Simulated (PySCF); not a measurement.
Ge(F)2(SH)2 (F2GeH2S2), SMILES [F][Ge]([F])([SH])[SH].

Geometry: ωB97X-D3(BJ)/def2-SVP. The structure was generated by enumeration, and PubChem lists no compound with its InChIKey, so it may never have been made. One conformer was computed; it need not be the lowest.

Level of theory: PBE/def2-TZVP (PySCF).

Symmetry labels are those of the subgroup C2 that the program uses (full group C2).

Computed valence orbital energies around the gap with their symmetry:
| orbital | symmetry | energy (eV) |
|---|---|---|
| HOMO−7 | A | -10.46 |
| HOMO−6 | B | -10.08 |
| HOMO−5 | A | -9.74 |
| HOMO−4 | A | -9.58 |
| HOMO−3 | B | -9.54 |
| HOMO−2 | B | -8.42 |
| HOMO−1 | A | -7.25 |
| HOMO | B | -7.05 |
| LUMO | A | -2.28 |
| LUMO+1 | A | -1.20 |
| LUMO+2 | B | -0.94 |
| LUMO+3 | B | -0.39 |
